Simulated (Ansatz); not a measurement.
Coupled-cluster diagnostics for Si4Ni⁺ (the lowest doublet isomer of a short search), Ansatz.

Geometry of the doublet (PBE-D4/def2-SVP):

```csv
atom,x (Å),y (Å),z (Å)
Ni1,0.714,1.107,-0.330
Si2,0.587,-0.959,0.856
Si3,-1.301,-0.143,-0.529
Si4,0.684,-0.900,-1.530
Si5,-0.684,0.896,1.533
```

Correlated methods freeze 25 core orbitals; core or outer-core shells of Ni are correlated, in sets that lack core-valence functions. Another isomer (doublet) lies 0.18 eV lower at PBE0-D4/def2-TZVP; other spin states weren't run for this one.

(1) Estimate the CCSD(T) correlation energy, the shares of MP2 and (T), T1 and the reference's ⟨S²⟩ for: charge 1, doublet, own geometry in def2-SVP; and the rough time on 4 threads of Arm Neoverse V1 on a shared host.

## Answers

(1) 
```tsv
state	basis	correlation (eV)	MP2 share (%)	(T) share (%)	T1	⟨S²⟩ (pure)	wall time	remarks
charge 1, doublet, own geometry	def2-SVP	-22.196	92.5	7.4	0.084	1.74 (0.75)	46 s	large T1, spin-contaminated
```
Customary marks for T1 are 0.02 (closed shells), 0.045 (open shells) and about 0.05 (3d metals). T1 exceeds 0.02 in 1 of 1 rows and 0.045 in 1; the higher it lies, the less the single-reference result can be trusted.
